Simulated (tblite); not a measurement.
Species: CH₈O₂Si₄.
Atom-mapped SMILES: `[O:1]=[CH:2][O:3][SiH:4]1[SiH2:5][SiH2:6][SiH2:7]1` (hydrogens: H8 on C2; H9 on Si4; H10, H11 on Si5; H12, H13 on Si6; H14, H15 on Si7)

Cartesian coordinates in Å at the GFN2-xTB level; atoms count from 1:
```
atom  x, y, z in Å
O1    -1.616   -0.104    0.972
C2    -2.326   -0.001   -0.001
O3    -1.903    0.126   -1.207
Si4   -0.201    0.159   -1.500
Si5    0.713   -1.657   -0.288
Si6    1.486   -0.141    1.354
Si7    0.711    1.683    0.064
H8    -3.427   -0.010    0.071
H9    -0.425    0.311   -2.944
H10    1.754   -2.380   -1.042
H11   -0.217   -2.731    0.089
H12    0.968   -0.285    2.717
H13    2.948   -0.162    1.558
H14   -0.221    2.653    0.657
H15    1.751    2.548   -0.522
```

Computed with GFN2-xTB (tblite): harmonic, unscaled wavenumbers at the GFN2-xTB geometry, gas phase. Errors from tens to a few hundred cm⁻¹ against measured bands are possible. Modes of hydrogen on silicon can be 10 to 20 % off. One conformer, not necessarily the lowest.

Harmonic wavenumbers (cm⁻¹): 51.6, 72.9, 108.6, 126.8, 174.3, 252.3, 299.4, 315.8, 322.6, 350.7, 354.7, 368.6, 393.2, 394.6, 415.5, 427.3, 466.1, 469.6, 548.1, 554.9, 610.0, 610.6, 692.4, 777.6, 822.6, 828.6, 854.7, 937.9, 1253.1, 1360.6, 1712.9, 2118.0, 2132.2, 2139.5, 2166.2, 2178.5, 2184.2, 2222.2, 2813.9.

A = 1583, B = 1104, C = 993.6 MHz; mass 163.960 u (most abundant isotopes); point group Cs, symmetry number 1.

Zero-point energy?

Half the sum of the wavenumbers: 17442 cm⁻¹ = 49.87 kcal/mol.

Entropy at 298.15 K, 1 bar (ideal gas, RRHO, classical rotation)?

Translation 41.22, rotation 29.61, vibration 35.11: S = 105.9 cal/(mol K).

And Cp and H(298.15 K) − H(0)?

Cp = 45.91 cal/(mol K), of which vibrations give 37.96 (their classical limit is 39 R = 77.5); H(298.15 K) − H(0) = 8.18 kcal/mol without the zero-point energy, 5.81 from vibrations.

How do the functions run with temperature in this model?

```json
{"T (K)": "100", "S (cal/(mol K))": "70.7", "Cp (cal/(mol K))": "20.2", "H − H(0) (kcal/mol)": "1.32", "G − H(0) (kcal/mol)": "-5.75", "ln q(vib)": "1.67"}
{"T (K)": "200", "S (cal/(mol K))": "89.7", "Cp (cal/(mol K))": "35.6", "H − H(0) (kcal/mol)": "4.14", "G − H(0) (kcal/mol)": "-13.79", "ln q(vib)": "4.65"}
{"T (K)": "300", "S (cal/(mol K))": "106.2", "Cp (cal/(mol K))": "46.1", "H − H(0) (kcal/mol)": "8.26", "G − H(0) (kcal/mol)": "-23.60", "ln q(vib)": "7.93"}
{"T (K)": "500", "S (cal/(mol K))": "132.9", "Cp (cal/(mol K))": "58.1", "H − H(0) (kcal/mol)": "18.80", "G − H(0) (kcal/mol)": "-47.64", "ln q(vib)": "14.24"}
{"T (K)": "800", "S (cal/(mol K))": "162.6", "Cp (cal/(mol K))": "68.3", "H − H(0) (kcal/mol)": "37.90", "G − H(0) (kcal/mol)": "-92.19", "ln q(vib)": "22.40"}
{"T (K)": "1000", "S (cal/(mol K))": "178.3", "Cp (cal/(mol K))": "72.6", "H − H(0) (kcal/mol)": "52.01", "G − H(0) (kcal/mol)": "-126.32", "ln q(vib)": "27.09"}
```

q(vib) and H(0) count from the zero-point level.

What must be added to the electronic energy to get the Gibbs energy at 298.15 K and 1 bar?

ZPE + [H(298.15 K) − H(0)] − T·S = 49.87 + 8.18 − 31.58 = 26.47 kcal/mol.

Hindered rotation and anharmonicity are outside this model. Other conformers, if any are populated, would add a mixing term that is left out.
